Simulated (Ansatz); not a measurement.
Question: Name a neutral molecule of F, Hf, I, O and H with LUMO energy (ωB97M-V/def2-TZVPP) between 0.65 and 0.95 eV and HOMO energy (PBE0/def2-TZVPP) between -7.70 and -7.40 eV (Ansatz, PBE0-D4/def2-TZVP geometry).

Answer: `[OH][Hf]([OH])([F])[I]` (0.80 eV, -7.60 eV). Other molecules can fit too; these were computed, each in one conformer that needn't be the lowest.
